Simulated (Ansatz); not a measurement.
Ansatz (a quantum-chemistry and plane-wave program) input:

Ansatz 0.2 input:
```yaml
crystal:
  periodic: [false, false, false]
  atoms:
    - {symbol: C, position_ang: [1.74854211, -0.02881294, -0.67058714]}
    - {symbol: Si, position_ang: [0.04302886, 0.00553559, 0.01608819]}
    - {symbol: C, position_ang: [-0.80847966, -1.64529570, -0.16591538]}
    - {symbol: C, position_ang: [-0.98031821, 1.36906965, -0.74349830]}
    - {symbol: F, position_ang: [0.17767524, 0.31612324, 1.59696460]}
    - {symbol: H, position_ang: [1.95454569, -0.21797611, -1.71910540]}
    - {symbol: H, position_ang: [2.63114351, 0.13790455, -0.06308563]}
    - {symbol: H, position_ang: [-0.89868438, -1.91716804, -1.22043736]}
    - {symbol: H, position_ang: [-0.24930160, -2.43540193, 0.33794315]}
    - {symbol: H, position_ang: [-1.81368658, -1.61164494, 0.26045443]}
    - {symbol: H, position_ang: [-0.52183992, 2.34542316, -0.57811134]}
    - {symbol: H, position_ang: [-1.07761315, 1.22157274, -1.82185187]}
    - {symbol: H, position_ang: [-1.98451023, 1.38491718, -0.31371721]}
basis:
  gaussian:
    orbitals: def2-TZVPD
hamiltonian:
  xc: {name: revPBE}
magnetization: {spin_polarized: true, initial_magnetization: 1}
output: {forces: true}
```

Question: Which total energy does the run end on?

Answer: -508.47374 Eh (revPBE/def2-TZVPD). The basis has 266 functions.

It need not be the lowest isomer of its formula.
